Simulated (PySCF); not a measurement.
The isolated species `[BH3-][PH+](F)F` is ionised with Mg Kα (hν = 1253.6 eV). Calculated photoelectron kinetic energies of its computed core levels, recoil neglected:

```tsv
line	kinetic energy (eV)
1	1059.12
2	559.42
```

Computed, not measured: delta-SCF UKS SCAN, pcX-2 on the ionised atom, pcseg-1 elsewhere, spin-free X2C (PySCF).

Task: Convert to binding energies and name the level and atom behind each line. Numbering: `[BH3-:1][PH+:2]([F:3])[F:4]`.

Result: Against the vacuum level, binding energy = hν − kinetic energy.

```tsv
line	binding energy (eV)	level	atoms	environment
1	194.48	B 1s	B1	four-coordinate boron
2	694.18	F 1s	F3/F4	phosphorus-bound fluorine
```

Out of reach at this photon energy: P 1s (2155.1 eV).

Task: Where does line 1 move with hν = 1000.0 eV?

Result: To 1000.0 − 194.48 = 805.52 eV; every photoline shifts by the change in photon energy, -253.6 eV.

Task: Which photon energy gives electrons from F 1s of F3/F4 a kinetic energy of 100 eV, and what is their de Broglie wavelength?

Result: hν = 694.18 + 100 = 794.18 eV, recoil neglected; λ = 12.264 Å/√(E/eV) = 1.23 Å.

Other core shells, valence and Auger electrons aren't listed. Atoms equivalent by their bonding share one computed value, that of the first of them. Not every level is listed. Geometry: PBE0-D3(BJ)/def2-SVP; no solvent, vibrations or thermal averaging.

The run took 14 s of wall time on Intel Xeon Platinum 8259CL at 2.50 GHz, one thread, shared host, and the process peaked at 0.48 GiB of memory.
